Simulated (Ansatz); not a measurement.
Worked example: C2H6S2 + C2H8NSi → C2H5S2 + C2H9NSi

Species: C2H6S2 (dimethyl disulfide) `CSSC`, singlet; C2H8NSi `CN(C)[SiH2]`, doublet; C2H5S2 `[CH2]SSC`, doublet; C2H9NSi `CN(C)[SiH3]`, singlet. A radical takes H: the energy is the difference in strength between the C–H bond broken and the Si–H bond made.

Shapes, held fixed at every level: PBE0-D4/def2-TZVP. Flexible molecules stand in one conformer, not always the lowest. Programs: Ansatz 0.2.0. The zero-point and thermal change to 298 K, harmonic and unscaled (PBE0-D4/def2-TZVP), is -11.5 kJ/mol.

At B2PLYP/def2-TZVPP; 1 Eh = 2625.50 kJ/mol:

| species | energy (Eh) |
| --- | --- |
| C2H6S2 | -875.935422 |
| C2H8NSi | -425.041746 |
| C2H5S2 | -875.276395 |
| C2H9NSi | -425.686550 |

Work out ΔH(298 K) of the reaction at this level.


1. Products less reactants: (-875.276395) + (-425.686550) − [(-875.935422) + (-425.041746)] = 0.014223 Eh = +37.3 kJ/mol.
2. With the thermal change: +37.3 + (-11.5) = +25.8 kJ/mol.

Other levels give +7.4 (HF/def2-TZVPP) to +40.0 kJ/mol (MP2/def2-SVP). No measured value is set beside it here. Open shells run unrestricted.
